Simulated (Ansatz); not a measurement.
`C[NH2+][In-]([Cl])([Cl])[Cl]`, 11 atoms. The species carries charge 0 and has multiplicity 1. Correlated methods include outer-core shells of In, which these sets cover unevenly. In: def2 effective core potential. All runs use 4 threads of an Arm Neoverse V1 on a shared host. Correlated methods freeze the cores.

Q: How many basis functions does each run have, and how long does it take in Ansatz? direct RPA on PBE orbitals/def2-TZVPP energy; RKS ωB97M-V/def2-SVP energy; RKS revPBE-D4/def2-TZVPP energy; RHF-CCSD(T)/def2-SVP energy; RKS ωB97M-V/def2-QZVPP energy; RKS PBE0-D4/def2-QZVPP energy; RHF-MP2/def2-TZVPP energy; RKS PBE-D4/def2-TZVPP energy and forces; RKS PBE0-D4/def2-TZVP frequencies; RKS PBE0-D4/def2-TZVP relaxation (7 steps); RKS r2SCANh-D4/def2-TZVPP energy; RKS BHLYP-D4/def2-TZVPP energy. (Estimate.)

A: Ansatz gave: Other jobs shared the machine, so times are rough.

```csv
level,job,functions,wall time,peak host memory (GiB)
RKS revPBE-D4/def2-TZVPP,energy,308,4.4 s,0.56
RKS PBE-D4/def2-TZVPP,energy and forces,308,5.5 s,0.56
RHF-MP2/def2-TZVPP,energy,308,9.5 s,1
RKS BHLYP-D4/def2-TZVPP,energy,308,9.5 s,1.4
RKS ωB97M-V/def2-SVP,energy,133,11 s,0.59
RKS r2SCANh-D4/def2-TZVPP,energy,308,14 s,1.3
direct RPA on PBE orbitals/def2-TZVPP,energy,308,15 s,0.96
RHF-CCSD(T)/def2-SVP,energy,133,24 s,0.88
RKS PBE0-D4/def2-QZVPP,energy,556,35 s,2.9
RKS ωB97M-V/def2-QZVPP,energy,556,64 s,3.4
RKS PBE0-D4/def2-TZVP,relaxation (7 steps),253,71 s,1
RKS PBE0-D4/def2-TZVP,frequencies,253,7.7 min,1
```
